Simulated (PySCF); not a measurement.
C2H6Be, charge +1, multiplicity 2. Atoms are numbered in the order given.

```xyz
9

Be     0.0000     0.0000     0.0000
C      0.0000     0.0000    -1.7714
H      0.9294     0.5194    -2.0162
H     -0.9145     0.5452    -2.0162
H     -0.0149    -1.0646    -2.0162
C      0.0000     0.0000     1.7714
H      0.9294    -0.5194     2.0162
H     -0.9145    -0.5452     2.0162
H     -0.0149     1.0646     2.0162
```
Charge +1, spin multiplicity 2.

Geometry: PBE0-D3(BJ)/def2-TZVP. The multiplicity is an assumed one; other spin states were not compared. The isomer is the one that the SMILES or the coordinates give; other isomers of the formula were not compared.

Method: ωB97X/def2-TZVPD (PySCF).

Mulliken values depend strongly on the basis, most of all with diffuse functions as here. ESP charges are fitted to the potential on shells at 1.4 to 2.0 van der Waals radii. Atomic charges (e):

| atom | ESP fit | meta-Löwdin | Mulliken | Mulliken spin |
|---|---|---|---|---|
| Be1 | 0.60 | 1.18 | 0.62 | 0.23 |
| C2 | -0.50 | -0.63 | -0.36 | 0.28 |
| H3 | 0.23 | 0.18 | 0.19 | 0.04 |
| H4 | 0.23 | 0.18 | 0.19 | 0.04 |
| H5 | 0.23 | 0.18 | 0.19 | 0.04 |
| C6 | -0.50 | -0.63 | -0.36 | 0.28 |
| H7 | 0.23 | 0.18 | 0.19 | 0.04 |
| H8 | 0.23 | 0.18 | 0.19 | 0.04 |
| H9 | 0.23 | 0.18 | 0.19 | 0.04 |
